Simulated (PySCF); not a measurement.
## Potential energy of GaH along the bond

Set-up: basis Ga cc-pVTZ-PP with ECP10, H cc-pVTZ; scalar-relativistic core potentials; PySCF 2.14. Energies in eV from Ga + H in their ground configurations at the same level. State: ¹Σ⁺ (singlet), closed shell.

All columns are PBE0. A positive dipole means Ga(−)H(+).

```csv
R (Å),E (eV),μ (D),Mulliken charge on Ga (basis-dependent),HOMO (eV),LUMO (eV),Mayer bond order,⟨S²⟩
1.446,-2.476,0.58,0.10,-5.78,-1.63,0.93,0.00
1.514,-2.665,0.29,0.13,-5.84,-1.64,0.93,0.00
1.581,-2.774,0.00,0.16,-5.89,-1.66,0.92,0.00
1.631,-2.814,-0.23,0.17,-5.92,-1.67,0.92,0.00
1.682,-2.826,-0.45,0.19,-5.94,-1.68,0.92,0.00
1.732,-2.815,-0.68,0.20,-5.96,-1.70,0.92,0.00
1.800,-2.772,-0.98,0.22,-5.97,-1.73,0.92,0.00
1.884,-2.683,-1.36,0.23,-5.96,-1.77,0.92,0.00
1.985,-2.541,-1.80,0.24,-5.93,-1.82,0.91,0.00
2.119,-2.315,-2.38,0.26,-5.85,-1.90,0.91,0.00
```

A fit through these points gives, at Re = 1.681 Å, μ = -0.45 D and dμ/dR = -4.49 D/Å; the reduced mass is 0.9933 u.

Task: How strong is the fundamental in the double-harmonic approximation, I = 42.26·(dμ/dR)²/μred km/mol?

Result: I = 42.26·(-4.49)²/0.9933 = 858 km/mol at PBE0.
